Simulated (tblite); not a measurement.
Run record: tight-binding relaxation, `C=C(C)[Si]1(B(C)C)CC1`.

Computed with GFN2-xTB geometry optimisation, gas phase (tblite 0.8.0). Start geometry: from a force field or distance geometry. A driver script takes a list of jobs; this job's settings line and coordinates (Å) are shown.

Command:
```bash
OMP_NUM_THREADS=1 python probes_run.py task.json out
```

Input:
```
{"job": {"kind": "relax", "xc": "GFN2-xTB", "basis": "xTB"}, "charge": 0, "multiplicity": 1}
C      2.886000    -0.755800    -0.135100
C      1.798700     0.036000    -0.159100
C      2.054000     1.495500    -0.069600
Si     0.082500    -0.608000    -0.266600
B     -1.309600     0.712900    -0.181500
C     -1.591400     1.440600     1.190200
C     -2.354500     0.970400    -1.355300
C     -0.301100    -2.321500     0.373000
C     -0.205300    -2.227000    -1.146300
H      3.873100    -0.372000    -0.066300
H      2.769100    -1.841900    -0.189000
H      1.239300     1.957800     0.543800
H      2.029700     1.875500    -1.110700
H      3.029400     1.770000     0.359600
H     -1.090900     0.887500     2.027600
H     -2.682700     1.550900     1.366000
H     -1.098900     2.457600     1.223000
H     -3.356400     0.540400    -1.110600
H     -1.975400     0.644800    -2.335500
H     -2.481500     2.070600    -1.391000
H     -1.349600    -2.520200     0.748200
H      0.486800    -2.837400     0.926500
H     -1.120600    -2.220400    -1.748300
H      0.657600    -2.686500    -1.652000
```

**Question.** Estimate the output.

**Answer.** 
```
step      E/eV     max force
  0    -692.66176    2.698
  1    -692.89163    1.947
  2    -692.98377    0.975
  3    -693.04704    0.460
  4    -693.08829    0.438
  5    -693.11372    0.372
  6    -693.13254    0.301
  7    -693.14617    0.275
  8    -693.15788    0.276
  9    -693.16701    0.252
... (189 lines left out)
199    -693.37304    0.014
200    -693.37308    0.014
201    -693.37312    0.016
202    -693.37317    0.017
203    -693.37321    0.015
204    -693.37325    0.013
205    -693.37329    0.011
206    -693.37332    0.013
207    -693.37335    0.010
208    -693.37337    0.009
```

«max force» is the largest atomic force in eV/Å.

In short: energy lowered by 16.4 kcal/mol over 208 steps; largest atomic force 0.009 eV/Å at the end.

**Question.** Where do the atoms end?

**Answer.** 1.020 Å rms from the input after alignment:
```
atom  x, y, z in Å
C1     2.8274   -0.9895    0.1672
C2     1.8723   -0.0682    0.1384
C3     2.1911    1.3660    0.4412
Si4    0.0631   -0.4447   -0.2854
B5    -1.4351    0.7621   -0.1771
C6    -1.2759    2.2448    0.3479
C7    -2.8791    0.2895   -0.6084
C8    -0.3055   -2.3208   -0.1187
C9    -0.0370   -1.8988   -1.5346
H10    3.8524   -0.7466    0.4070
H11    2.6299   -2.0253   -0.0477
H12    1.5898    1.7191    1.2771
H13    1.9614    1.9918   -0.4203
H14    3.2428    1.4934    0.6911
H15   -1.0333    2.2356    1.4120
H16   -2.1692    2.8560    0.2319
H17   -0.4524    2.7704   -0.1340
H18   -2.9741   -0.7789   -0.7856
H19   -3.1627    0.7924   -1.5345
H20   -3.6362    0.5755    0.1214
H21   -1.3145   -2.6325    0.1052
H22    0.4273   -2.9628    0.3447
H23   -0.8711   -1.9483   -2.2179
H24    0.8769   -2.2605   -1.9800
```

**Question.** How long does this job take on one thread, Arm Neoverse N1 (aarch64), shared host with 64 logical CPUs at a one-minute load of 61?

**Answer.** About 3.8 s.
Labels such as C1 count atoms from 1, the log's own numbers from 0.
